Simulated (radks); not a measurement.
Species: the zirconium ion Zr+. Configuration: [Kr] 4d2 5s1. Calculated with a radial shooting solver on a logarithmic mesh with Libxc functionals: scalar-relativistic Kohn-Sham, r2SCAN, spin-polarised, spherical densities, finite nucleus; open shells are filled with parallel spins first (spin-orbit coupling, left out, can overturn this in heavy ions); meta-GGA in the generalised Kohn-Sham scheme; Fermi nuclear charge, rms radius 4.2694 fm. Some entries of the table are withheld. Estimate them.

| orbital | occ. | eigenvalue (hartree) | <r^2> (bohr^2) | <1/r> (bohr^-1) |
|---|---|---|---|---|
| 1s up | 1 | -656.8078 | 0.001854 | 41.25 |
| 1s down | 1 | -656.8078 | 0.001854 | 41.25 |
| 2s up | 1 | -91.64108 | 0.03113 | 9.266 |
| 2s down | 1 | -91.63254 | 0.03113 | 9.266 |
| 2p up | 3 | -81.65765 | 0.02456 | 9.013 |
| 2p down | 3 | -81.65153 | 0.02455 | 9.013 |
| 3s up | 1 | -15.41217 | 0.2398 | 3.149 |
| 3s down | 1 | -15.40819 | 0.2398 | 3.149 |
| 3p up | 3 | -12.12612 | 0.2481 | 2.985 |
| 3p down | 3 | -12.12128 | 0.2481 | 2.984 |
| 3d up | 5 | -6.75243 | 0.2478 | 2.738 |
| 3d down | 5 | -6.74427 | 0.2476 | 2.738 |
| 4s up | 1 | -2.32552 | 1.690 | 1.105 |
| 4s down | 1 | -2.27748 | 1.669 | 1.113 |
| 4p up | 3 | -1.49513 | (1) | 0.9684 |
| 4p down | 3 | -1.43673 | (2) | 0.9808 |
| 5s up | 1 | -0.39518 | 12.70 | 0.3808 |
| 4d up | 2 | -0.39119 | 5.521 | 0.6255 |
| 4d down | 0 | -0.28920 | 5.250 | 0.6558 |

Answer. 
(1) 4p up <r^2> (bohr^2): 2.176
(2) 4p down <r^2> (bohr^2): 2.115
